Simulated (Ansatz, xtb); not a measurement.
Relative energy of two isomers of C7H5FO

Structure I is `CC#C[C@@H]1C(=O)C=C1F`, a singlet and structure II is `CC#CC1=C(F)CC1=O`, a singlet. Both are isolated molecules in the gas phase, relaxed with PBE-D3(BJ)/def2-SVP.

Quicker runs give these differences E(II) − E(I): GFN2-xTB −0.240 eV; HF/STO-3G −0.322 eV (at GFN2-xTB geometries); r2SCAN-D4/def2-SVP −0.327 eV (at GFN2-xTB geometries).

Problem. Estimate E(II) − E(I) at the level CCSD(T)/def2-SVP + ΔMP2/def2-TZVPP.

Solution. Calculated at CCSD(T)/def2-SVP + ΔMP2/def2-TZVPP: E(II) − E(I) = −0.216 eV, so structure II lies lower.

Level by level:

```tsv
level	geometry	E(II) − E(I) (eV)	departure from the last row (eV)	job, with rough time for the two
GFN2-xTB	GFN2-xTB	−0.240	−0.024	optimisation, 0.49 s
HF/STO-3G	GFN2-xTB	−0.322	−0.106	single point, 2.1 s
r2SCAN-D4/def2-SVP	GFN2-xTB	−0.327	−0.111	single point, 13 s
PBE-D3(BJ)/def2-SVP	PBE-D3(BJ)/def2-SVP	−0.318	−0.101	optimisation, 1.7 min
HF/def2-SVP	PBE-D3(BJ)/def2-SVP	−0.208	+0.008	part of the CCSD(T) run
MP2/def2-SVP	PBE-D3(BJ)/def2-SVP	−0.246	−0.030	part of the CCSD(T) run
CCSD(T)/def2-SVP	PBE-D3(BJ)/def2-SVP	−0.222	−0.006	single point
CCSD(T)/def2-SVP + ΔMP2/def2-TZVPP	PBE-D3(BJ)/def2-SVP	−0.216		single point, 6.2 min
```

As drawn, both hold the same kinds of bond in the same numbers.

None of the levels shown reverses the order. The largest departure from CCSD(T)/def2-SVP + ΔMP2/def2-TZVPP is that of r2SCAN-D4/def2-SVP, 0.111 eV. A small imaginary or near-zero mode remains, so no thermal terms are given. The last row adds to CCSD(T) the change of the MP2 difference between the two basis sets, here +0.006 eV.

The correlated steps freeze 9 core orbitals. Programs: Ansatz 0.2.0, xtb 6.7.1; the last row on 2 threads of Intel(R) Xeon(R) Processor @ 2.50GHz (Skylake/Cascade Lake) on a shared host.
